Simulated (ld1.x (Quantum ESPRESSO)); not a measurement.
## Cu: one change to a PAW potential, before and after

ld1.x (Quantum ESPRESSO) 7.5 input, shortened:

```
&input
   title='Cu', zed=29., rel=1, dft='PZ', iswitch=3,
   config='[Ar] 3d10 4s1 4p0'
 /
 &inputp
   pseudotype=3, lpaw=.true., tm=.true., lloc=-1, rcloc=1.80,
   nlcc=.true.,
   which_augfun='PSQ', rmatch_augfun_nc=.true.
 /
6
4S  1  0   1.00   0.00  1.95  2.25  0.0
4S  1  0   0.00   0.05  1.95  2.25  0.0
4P  2  1   0.00   0.00  3.20  4.10  0.0
4P  2  1   0.00   2.30  3.20  4.10  0.0
3D  3  2  10.00   0.00  1.25  1.40  0.0
3D  3  2   0.00   2.90  1.25  1.40  0.0
 &test
   configts(1)='3d10 4s1 4p0'
 /
```

All-electron outer shells of the reference configuration (LDA (PZ), scalar-relativistic, ld1.x):

```csv
shell,level (eV),outermost node (bohr),outermost maximum (bohr)
3s,-114.15,0.29,0.61
3p,-72.03,0.26,0.62
3d,-5.32,–,0.60
4s,-4.87,0.89,2.24
4p,-0.79,0.98,3.52
```

Change: waves 3d (bound): rcut 1.25, rcutus 2.14 bohr; 3d channel at 2.9 Ry: rcut 1.25, rcutus 2.14 bohr.

Cutoffs: the cutoffs (Ry, on a coarse ladder) from which the occupation-weighted sum of valence levels, in a spherical-Bessel basis at the reference potential, stays within 10 and 1 mRy of its value at 400 Ry; they do not see the model core or the augmentation charge, which bear on the density cutoff. Errors are all-electron minus pseudo energies relative to the spin-unpolarised reference configuration.

Question: Predict the effect on cutoff, ghosts and configuration errors.

Answer: The potential gets softer (55 Ry and 100 Ry → 21 Ry and 35 Ry); the number of tests that count goes from 9 to 8; of the 8 tests that both files solve, the error grows in 2 and shrinks in 2 by more than 15 % and 0.3 meV (median size 51.6 → 44.3 meV); neither file shows a bound ghost at the reference potential, the only one tested. A larger radius leaves more room for a smooth pseudo-wave, so fewer plane waves are needed.

```csv
quantity,base,changed
"cutoff, loose",55 Ry,21 Ry
"cutoff, tight",100 Ry,35 Ry
loose cutoff by channel (10 mRy a level),"s 6 Ry, d 45 Ry","s 6 Ry, d 18 Ry"
bound ghosts,none,none
"tests counted (converged, no solver errors)",9 of 9,8 of 9
"error for 3d10 4s0 4p0, meV [ΔE 8.43 eV]",-5.5,-8.9
"error for 3d9 4s0 4p0, meV [ΔE 30.12 eV]",-53,-44
"error for 3d8 4s0 4p0, meV [ΔE 69.49 eV]",-462,-468
"error for 3d10 4s0 4p1, meV [ΔE 4.26 eV]",-1.1,-2.2
"error for 3d9 4s2 4p0, meV [ΔE 2.00 eV]",-54,-55
"error for 3d9 4s1 4p1, meV [ΔE 6.93 eV]",-50,-48
"error for 3d10 4s1 4p0 (spin-polarised), meV [ΔE -0.18 eV]",-0.2,-0.2
"error for 3d9 4s0 4p0 (spin-polarised), meV [ΔE 29.88 eV]",-53,-44
s: phases at 4.43 bohr within 0.05 rad from the reference energy up to (Ry; the scan ends near 5),3.2,3.2
p: phases at 4.43 bohr within 0.05 rad from the reference energy up to (Ry; the scan ends near 5),1.0,1.0
d: phases at 4.43 bohr within 0.05 rad from the reference energy up to (Ry; the scan ends near 5),n/a,n/a
lowest overlap eigenvalue by channel,"s 0.38, p 0.88, d 0.20","s 0.38, p 0.88, d 0.87"
```

Changed file: Tests not counted: 3d7 4s0 4p0 (solver errors, printed error -767 eV).
